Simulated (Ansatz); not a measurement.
Input file:

```yaml
crystal:
  periodic: [false, false, false]
  atoms:
    - { symbol: Al, position_ang: [-1.838273, 1.652723, 1.161926] }
    - { symbol: "N", position_ang: [0.426234, -0.171382, -0.165789] }
    - { symbol: C, position_ang: [0.818714, -1.387816, 0.559305] }
    - { symbol: C, position_ang: [0.466577, -0.28035, -1.630794] }
    - { symbol: H, position_ang: [-2.733024, 2.045246, -0.093056] }
    - { symbol: H, position_ang: [-2.230549, 0.743208, 2.405934] }
    - { symbol: H, position_ang: [0.922347, 0.652712, 0.169908] }
    - { symbol: Cl, position_ang: [0.052877, 2.818298, 1.388099] }
    - { symbol: H, position_ang: [0.722477, -1.222436, 1.638309] }
    - { symbol: H, position_ang: [0.147983, -2.210386, 0.279676] }
    - { symbol: H, position_ang: [1.85569, -1.707405, 0.344006] }
    - { symbol: H, position_ang: [0.125345, 0.658612, -2.079898] }
    - { symbol: H, position_ang: [-0.211359, -1.079714, -1.955718] }
    - { symbol: H, position_ang: [1.474861, -0.51131, -2.022009] }
magnetization:
  spin_polarized: true
basis:
  gaussian: { orbitals: "6-31G" }
hamiltonian:
  xc: b3lyp
  dispersion: d4
relax:
  f_tol: 0.03
  max_steps: 50
```

Command:

```bash
$ ansatz run input.yaml --threads 2 --pin off --max-ram 3072MiB --backend cpu --events-out ev --progress --plain --runs-dir out
```

Hardware: 2 threads of AMD EPYC 9R14 (Zen 4), on a shared host.

Task: Roughly how long does this run take, and how much memory?

Result: 31 s, with a peak of 0.28 GiB, for 11 ionic steps.
